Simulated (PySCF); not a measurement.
Cartesian coordinates in Å; atom numbers follow the order of the lines, from 1:
```xyz
20

C     3.843   -0.183   -0.051
C     2.424   -0.062   -0.313
C     1.252    0.042   -0.544
C    -0.171    0.158   -0.790
C    -0.935   -1.131   -0.444
C    -2.353   -0.636   -0.189
C    -2.130    0.633    0.634
C    -0.842    1.256    0.071
H     4.309   -0.821   -0.801
H     4.007   -0.621    0.934
H     4.314    0.800   -0.082
H    -0.321    0.385   -1.852
H    -0.874   -1.870   -1.242
H    -0.522   -1.568    0.467
H    -2.839   -0.392   -1.136
H    -2.967   -1.368    0.334
H    -1.989    0.366    1.682
H    -2.975    1.317    0.573
H    -0.177    1.571    0.875
H    -1.060    2.132   -0.539
```

Geometry: GFN2-xTB; GIAO absolute shieldings from PySCF, gas phase, non-relativistic, averaged over equivalent atoms.

At KT2/pcSseg-1 (196 basis functions, of the order of 2.5 core-minutes):
| atoms | σ (ppm) |
| --- | --- |
| C3 | 102.1 |
| C2 | 111.6 |
| C5/C8 | 146.4 |
| C4 | 151.6 |
| C6/C7 | 154.3 |
| C1 | 179.8 |
| H12 | 28.83 |
| H13/H20 | 29.47 |
| H9/H10/H11 | 29.56 |
| H16/H17 | 29.82 |
| H15/H18 | 30.01 |
| H14/H19 | 30.03 |

What do these become at HF/6-311G**?

Answers


```csv
atoms,σ at HF/6-311G**,change
C3,107.2,+5.1
C2,113.9,+2.3
C5/C8,161.5,+15.1
C4,169.9,+18.3
C6/C7,169.0,+14.7
C1,192.6,+12.8
H12,30.16,+1.33
H13/H20,30.50,+1.03
H9/H10/H11,30.60,+1.04
H16/H17,30.86,+1.04
H15/H18,31.04,+1.03
H14/H19,30.89,+0.86
```

The largest change is at C4 (propargylic sp3 CH). Cost: 216 basis functions, about 50 core-seconds. The order of the carbon signals changes between the two levels.
